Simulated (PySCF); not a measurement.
# Excitation energy of Sn²⁺ by level of theory

Sn²⁺ [Kr] 4d10 5s2 (1S) → Sn²⁺ [Kr] 4d10 5s1 5d1 (3D), as a difference of total energies. Computed with PySCF 2.14 in aug-cc-pwCVTZ-DK3 with one added diffuse shell each of s, p, d, f type (11s10p8d5f1g, 125 functions), with scalar relativity by spin-free X2C-1e. Correlated levels: valence: [Kr] 4d10 frozen; valence and next inner shell: [Ar] 3d10 frozen. The calculations carry no spin-orbit coupling.

```tsv
method	excitation energy (eV)
UHF	16.046
LDA	17.482
PBE	16.980
PBE0	16.886
r2SCAN	16.859
TPSSh	16.787
PW91	17.044
revPBE	16.797
MP2 (valence)	16.602
SCS-MP2 (valence)	16.834
MP2 (valence and next inner shell)	17.730
SCS-MP2 (valence and next inner shell)	17.761
```

**Question.** How much does correlation contribute at MP2 (valence and next inner shell)?

**Answer.** 17.730 − (16.046) = 1.684 eV, measured against UHF.

A first-order spin-orbit estimate (lowest level to lowest level, LS coupling) adds -0.029 eV.

The promoted electron is Rydberg-like, and one or two diffuse shells describe it only roughly, which tends to raise the upper state.
